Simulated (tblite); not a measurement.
A tight-binding relaxation on `CB(C)[PH][GeH3]`.

Computed with GFN2-xTB geometry optimisation, gas phase (tblite 0.8.0). Start geometry: from a force field or distance geometry. A driver script takes a list of jobs; this job's settings line and coordinates (Å) are shown.

Command:
```bash
OMP_NUM_THREADS=1 python probes_run.py task.json out
```

Input:
```
{"job": {"kind": "relax", "xc": "GFN2-xTB", "basis": "xTB"}, "charge": 0, "multiplicity": 1}
C     -1.874200     0.242000    -0.271100
B     -0.587500     0.196500     0.633100
C     -0.394000    -0.975100     1.714700
P      0.789200     1.546100     0.434900
Ge     2.152500     0.176000    -0.777800
H     -2.565000    -0.599700    -0.026400
H     -1.585700     0.177800    -1.340800
H     -2.409300     1.207400    -0.094100
H     -0.401200    -1.955600     1.194000
H     -1.242900    -0.938000     2.444900
H      0.555200    -0.850100     2.249800
H      0.185300     2.162100    -0.719700
H      1.328400    -0.477600    -1.914900
H      3.311800     1.014400    -1.395600
H      2.733100    -0.918300     0.134800
```

Output:
```
step      E/eV     max force
  0    -409.14653    1.050
  1    -409.23681    0.658
  2    -409.31867    0.520
  3    -409.33355    0.309
  4    -409.35029    0.348
  5    -409.35690    0.350
  6    -409.36569    0.240
  7    -409.36857    0.177
  8    -409.37071    0.115
  9    -409.37204    0.094
... (47 lines left out)
 57    -409.38699    0.020
 58    -409.38703    0.017
 59    -409.38707    0.018
 60    -409.38711    0.018
 61    -409.38715    0.014
 62    -409.38717    0.012
 63    -409.38719    0.011
 64    -409.38721    0.011
 65    -409.38724    0.012
 66    -409.38725    0.008
```

«max force» is the largest atomic force in eV/Å.

Q: From which step on does the largest force stay under 0.1 eV/Å, and how much energy is left to gain from there?

A: From step 15 (0.098 eV/Å), 9.0 meV above the end.

Summary of the converged run: energy lowered by 5.6 kcal/mol over 66 steps; largest atomic force 0.008 eV/Å at the end.

Q: Where do the atoms end?

A: 0.195 Å rms from the input after alignment:
```
atom  x, y, z in Å
C1    -2.0063    0.2942   -0.1786
B2    -0.6294    0.1915    0.5834
C3    -0.3691   -0.9773    1.6071
P4     0.6943    1.5140    0.3418
Ge5    2.2065    0.1756   -0.7263
H6    -2.7400   -0.4452    0.1363
H7    -1.8592    0.1681   -1.2526
H8    -2.4539    1.2812   -0.0565
H9    -0.4424   -1.9456    1.1097
H10   -1.1302   -0.9885    2.3880
H11    0.6036   -0.9305    2.0969
H12    0.2173    2.0863   -0.8331
H13    1.7269   -0.6631   -1.8845
H14    3.3089    1.0338   -1.2829
H15    2.8684   -0.7862    0.2173
```

Hardware: Arm Neoverse V2, one thread, no GPU, on a shared host. Cost: 0.29 s.
Labels such as C1 count atoms from 1, the log's own numbers from 0.
